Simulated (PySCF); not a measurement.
## Relaxation of triplet Te₃

Computed with PySCF, UPBE0, basis Te def2-TZVP with ECP28 (scalar-relativistic core potentials, no spin–orbit coupling, density fitting). A (50,194) grid was used.

A hand-made obtuse triangle start, of C2v symmetry, held to at least that symmetry:

```xyz
3
charge 0 multiplicity 3, angstrom
Te    0.0000   -1.0880    0.0000
Te    2.1216    0.5440    0.0000
Te   -2.1216    0.5440    0.0000
```

At each step, columns x, y, z (Å) and Fx, Fy, Fz (eV/Å):

```
step 0  E − E(last) = 18.31 kJ/mol
Te   0.000  -1.088   0.000   0.519   0.129   0.000
Te   2.122   0.544   0.000  -0.748  -0.264   0.000
Te  -2.122   0.544   0.000   0.229   0.136   0.000
step 1  E − E(last) = 13.44 kJ/mol
Te   0.000  -1.120   0.000  -0.006   0.021   0.000
Te   2.063   0.560   0.000  -0.421  -0.008   0.000
Te  -2.063   0.560   0.000   0.427  -0.013   0.000
step 2  E − E(last) = 0.80 kJ/mol
Te   0.000  -1.270   0.000  -0.001  -0.297   0.000
Te   1.810   0.635   0.000   0.027   0.149   0.000
Te  -1.810   0.635   0.000  -0.026   0.148   0.000
step 3  E − E(last) = 0.68 kJ/mol
Te   0.000  -1.340   0.000   0.001   0.135   0.000
Te   1.720   0.670   0.000   0.097  -0.068   0.000
Te  -1.720   0.670   0.000  -0.098  -0.067   0.000
step 4  E − E(last) = 0.02 kJ/mol
Te   0.000  -1.304   0.000   0.000  -0.034   0.000
Te   1.773   0.652   0.000  -0.007   0.017   0.000
Te  -1.773   0.652   0.000   0.007   0.017   0.000
step 5  E − E(last) = 0.00 kJ/mol
Te   0.000  -1.309   0.000   0.001  -0.004   0.000
Te   1.766   0.655   0.000  -0.002   0.002   0.000
Te  -1.766   0.655   0.000   0.002   0.002   0.000
step 6  E − E(last) = 0.00 kJ/mol
Te   0.000  -1.310   0.000   0.000   0.000   0.000
Te   1.765   0.655   0.000   0.000   0.000   0.000
Te  -1.765   0.655   0.000   0.000   0.000   0.000
```

It ends at C2v with Te–Te 2.637 Å (×2), Te–Te 3.568 Å; Te–Te–Te 47.4° (×2), Te–Te–Te 85.1° (after a last refinement on a finer grid). A frequency run shows a minimum.

At this level a singlet minimum of D3h symmetry lies 58 kJ/mol below this structure. With an element this heavy the missing spin–orbit coupling can shift these numbers.

The relaxation took 40 s on 4 threads of a shared Arm Neoverse V1 host, with 150 basis functions and 7 gradients; the process peaked at 0.78 GiB.
